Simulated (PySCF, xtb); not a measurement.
Se(Br)(SiH3) (BrH3SeSi), SMILES [SiH3][Se]Br.

Harmonic wavenumbers (cm⁻¹) from xtb with GFN2-xTB at its own minimum, in rising order: 86, 100, 284, 349, 507, 525, 725, 751, 769, 2302, 2312, 2340.

Q: What does PBE-D3(BJ)/def2-SVP (PySCF) give at its own minimum? (Estimate from the structure and the level; the computed values follow.)

A: 95, 148, 283, 372, 556, 562, 853, 877, 914, 2158, 2182, 2188. Paired by order, the mean absolute difference is 83 cm⁻¹ and the zero-point energies are 15.8 and 16.0 kcal/mol.
